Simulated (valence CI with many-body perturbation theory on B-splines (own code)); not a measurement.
# Ag15+: electric-dipole lines

Level of theory: valence CI with perturbative core correlation (CI+MBPT): four valence electrons over a frozen Dirac-Fock core [Ar] 3d10, a basis of 11 s, 11 p, 10 d, 8 f, 5 g, 2 h functions for each j, with the one-electron correlation potential Σ1 (screened to all orders), the two-electron term Σ2, the three-electron term Σ3, Breit, model QED; selected single and double excitations, second order for the rest, scaled by the run's own slope (own B-spline code, finite nucleus).

No measured levels were compared; by estimate levels hold to about 250 cm⁻¹ or 0.2 % of their energy and the worst to 1 %, as in measured heavy ions of charge 2 to 7; those with d or f electrons hold less well. Among the levels kept, up to 490 cm⁻¹ of a level comes from second order outside the variational space, and about a tenth of that is noise between levels of different J, which matters for small intervals.

Lines 1 to 50 of 543 in falling wavelength, among levels below 1436100 cm⁻¹, chosen from the strongest by gf and those to the six lowest levels. Wavelengths and rates use the calculated energies, so an error of 1000 cm⁻¹ moves a line at 790.3 Å by 0.79 % and its rate by three times that or more. Electric multipoles are in the length gauge, E1 and E2 with the static RPA response of the core. Weak lines are less certain than strong ones. Lines between different terms over intervals too small for the method are left out, as are lines whose strength nearly cancels. Where a level lies close to another of its J and parity, the split of strength between their lines is uncertain. The highest levels of a list are the least certain.

Names give the largest LS component (configuration and term), which can be under half, so a name can repeat, a term be missing and a line seem to break the LS rules; names also repeat where a configuration has a term twice. Letters in brackets count levels of one name in rising energy.

| λ vac (Å) | Upper | Lower | A (s⁻¹) | S (a.u.) |
| --- | --- | --- | --- | --- |
| 790.3 | 4s²4p5p ³D_1 | 4s²4p5s ³P°_1 | 1.54e+09 | 1.12e+00 |
| 690.8 | 4s²4p5p ³P_0 | 4s²4p5s ³P°_1 | 3.35e+09 | 5.45e-01 |
| 640.6 | 4s²4p5p ³P_1 | 4s²4p5s ³P°_1 | 1.14e+09 | 4.46e-01 |
| 632.2 | 4s²4p5p ³D_2 | 4s²4p5s ³P°_1 | 4.40e+09 | 2.74e+00 |
| 630.1 | 4s²4p5p ³P_1 | 4s²4p5s ³P°_0 | 3.04e+09 | 1.13e+00 |
| 506.6 | 4s4p³ ⁵S°_2 | 4s²4p² ¹D_2 | 1.80e+07 | 5.77e-03 |
| 455.5 | 4s4p³ ³D°_1 | 4s²4p² ¹S_0 | 3.14e+07 | 4.39e-03 |
| 398.5 | 4p⁴ ¹D_2 | 4s4p³ ¹P°_1 | 1.87e+09 | 2.92e-01 |
| 395.9 | 4s4p³ ⁵S°_2 | 4s²4p² ³P_2 | 2.58e+08 | 3.95e-02 |
| 393.6 | 4p⁴ ³P_2 | 4s4p³ ³S°_1 | 1.91e+09 | 2.87e-01 |
| 389.2 | 4p³4d ³G°_5 | 4s4p²4d ³F_4 [c] | 3.24e+09 | 1.04e+00 |
| 388.8 | 4s4p³ ³D°_1 | 4s²4p² ¹D_2 | 2.49e+08 | 2.17e-02 |
| 379.7 | 4s4p²4d ¹G_4 | 4s²4p4d ¹F°_3 | 1.23e+09 | 3.00e-01 |
| 378.3 | 4s4p³ ³D°_2 | 4s²4p² ¹D_2 | 7.43e+07 | 9.93e-03 |
| 375.0 | 4s4p³ ⁵S°_2 | 4s²4p² ³P_1 | 3.68e+08 | 4.79e-02 |
| 357.5 | 4p³4d ³G°_4 | 4s4p²4d ³F_3 [c] | 1.45e+09 | 2.93e-01 |
| 355.6 | 4s4p³ ³D°_3 | 4s²4p² ¹D_2 | 1.48e+09 | 2.29e-01 |
| 355.5 | 4p³4d ³F°_3 [a] | 4s4p²4d ³F_3 [b] | 1.64e+09 | 2.54e-01 |
| 354.1 | 4s4p³ ³P°_1 | 4s²4p² ¹S_0 | 3.54e+08 | 2.33e-02 |
| 352.0 | 4p³4d ³F°_2 [a] | 4s4p²4d ³F_2 [b] | 3.79e+09 | 4.08e-01 |
| 350.0 | 4p³4d ³F°_2 [b] | 4s4p²4d ³D_2 [a] | 2.90e+09 | 3.07e-01 |
| 338.5 | 4p³4d ³F°_4 [a] | 4s4p²4d ³F_3 [b] | 1.68e+09 | 2.89e-01 |
| 334.6 | 4p³4d ³P°_1 [b] | 4s4p²4d ³P_2 [c] | 5.13e+09 | 2.84e-01 |
| 334.0 | 4p⁴ ³P_2 | 4s4p³ ³P°_2 | 2.49e+09 | 2.29e-01 |
| 328.3 | 4p⁴ ³P_1 | 4s4p³ ³S°_1 | 4.38e+09 | 2.29e-01 |
| 321.2 | 4p³4d ³F°_4 [b] | 4s4p²4d ³D_3 [e] | 2.35e+09 | 3.46e-01 |
| 320.3 | 4p⁴ ¹D_2 | 4s4p³ ¹D°_2 | 8.93e+09 | 7.24e-01 |
| 320.1 | 4s4p³ ³D°_1 | 4s²4p² ³P_2 | 6.99e+08 | 3.40e-02 |
| 318.5 | 4p³4d ³F°_4 [a] | 4s4p²4d ³D_3 [b] | 1.81e+09 | 2.60e-01 |
| 317.1 | 4p³4d ¹P°_1 | 4s4p²4d ³D_2 [c] | 5.94e+09 | 2.80e-01 |
| 312.9 | 4s4p³ ³D°_2 | 4s²4p² ³P_2 | 1.19e+08 | 8.99e-03 |
| 311.7 | 4p³4d ³F°_4 [a] | 4s4p²4d ³G_5 | 4.18e+09 | 5.62e-01 |
| 311.3 | 4p³4d ¹G°_4 | 4s4p²4d ¹G_4 | 7.49e+09 | 1.00e+00 |
| 308.3 | 4p³4d ³P°_2 [d] | 4s4p²4d ³D_3 [e] | 3.80e+09 | 2.74e-01 |
| 306.9 | 4s4p³ ³P°_2 | 4s²4p² ¹D_2 | 3.52e+08 | 2.51e-02 |
| 306.3 | 4s4p³ ³D°_1 | 4s²4p² ³P_1 | 1.35e+07 | 5.73e-04 |
| 306.2 | 4p³4d ¹F°_3 [b] | 4s4p²4d ¹F_3 | 7.84e+09 | 7.78e-01 |
| 303.9 | 4p³4d ³G°_5 | 4s4p²4d ³G_5 | 7.23e+09 | 1.10e+00 |
| 303.2 | 4p³4d ¹G°_4 | 4s4p²4d ³D_3 [a] | 2.40e+09 | 2.97e-01 |
| 302.1 | 4p³4d ³P°_2 [c] | 4s4p²4d ³D_3 [d] | 4.49e+09 | 3.05e-01 |
| 302.0 | 4p³4d ³F°_4 [b] | 4s4p²4d ³F_4 [c] | 6.87e+09 | 8.41e-01 |
| 301.3 | 4p³4d ¹F°_3 [a] | 4s4p²4d ¹D_2 [b] | 4.80e+09 | 4.54e-01 |
| 301.1 | 4p³4d ³P°_2 [d] | 4s4p²4d ¹D_2 [a] | 3.18e+09 | 2.14e-01 |
| 301.1 | 4p⁴ ¹S_0 | 4s4p³ ¹P°_1 | 2.03e+10 | 2.74e-01 |
| 300.5 | 4p³4d ³D°_3 [b] | 4s4p²4d ³D_3 [c] | 2.63e+09 | 2.47e-01 |
| 300.2 | 4p³4d ⁵D°_2 | 4s4p²4d ⁵P_2 | 3.34e+09 | 2.23e-01 |
| 299.8 | 4s4p³ ³S°_1 | 4s²4p² ¹S_0 | 1.40e+09 | 5.59e-02 |
| 299.7 | 4s4p³ ³D°_2 | 4s²4p² ³P_1 | 5.12e+09 | 3.40e-01 |
| 299.7 | 4p³4d ⁵D°_4 | 4s4p²4d ⁵P_3 | 1.79e+09 | 2.14e-01 |
| 297.3 | 4s4p³ ³D°_3 | 4s²4p² ³P_2 | 2.83e+09 | 2.57e-01 |
